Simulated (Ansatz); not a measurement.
Total energies of C2H3FSe (`C=C(F)[SeH]`).

```xyz
7

C    -0.628    0.947    0.261
C     0.295    0.056   -0.049
F     1.378    0.400   -0.752
Se    0.294   -1.750    0.538
H    -0.496    1.987   -0.010
H    -1.521    0.644    0.788
H     0.677   -2.285   -0.776
```

The species carries charge 0 and has multiplicity 1. Correlated methods include outer-core shells of Se, which these sets cover unevenly. Scalar relativity is left out up to krypton. The structure was optimised at the PBE0-D4/def2-TZVP level. It is one conformer, not always the lowest. Basis def2-TZVPP, Ansatz 0.2.0.

RPA on PBE orbitals: Hartree–Fock energy of these orbitals -2576.74362 Eh, correlation -1.30740 Eh (frozen core).

```
 functional  energy without D4 (Eh)  D4 term (kJ/mol)
LDA (SPW92)             -2574.67289                 –
    LC-ωPBE             -2579.00994                 –
```

(1) Give the same for PBE, revPBE, BLYP, r2SCAN, B97M-V, PBE0, B3LYP, r2SCANh, r2SCAN0, HSE06 (plane-wave form), BHLYP, CAM-B3LYP, ωB97X-V, ωB97M-V, B2PLYP, PBE-QIDH. (Estimate.)

B3LYP takes the VWN-RPA correlation (the form of Gaussian; ORCA's B3LYP/G). HSE06 is the plane-wave form, built on full-range PBE exchange. The double hybrids freeze the cores in their second-order part.

Results:

(1) The calculation gave: 
| functional | energy without D4 (Eh) | D4 term (kJ/mol) |
| --- | --- | --- |
| PBE | -2578.89502 | -12.9 |
| revPBE | -2579.19842 | -41.6 |
| BLYP | -2579.44820 | -29.2 |
| r2SCAN | -2579.35113 | -3.0 |
| B97M-V | -2578.97819 | – |
| PBE0 | -2578.97536 | -10.8 |
| B3LYP | -2579.48944 | -21.1 |
| r2SCANh | -2579.33759 | -3.2 |
| r2SCAN0 | -2579.31856 | -3.5 |
| HSE06 (plane-wave form) | -2578.97004 | -10.0 |
| BHLYP | -2579.34829 | -16.0 |
| CAM-B3LYP | -2579.50713 | -10.9 |
| ωB97X-V | -2579.17067 | – |
| ωB97M-V | -2579.25494 | – |
| B2PLYP | -2578.94760 | – |
| PBE-QIDH | -2578.63073 | – |

LC-ωPBE has ω = 0.4 bohr⁻¹.
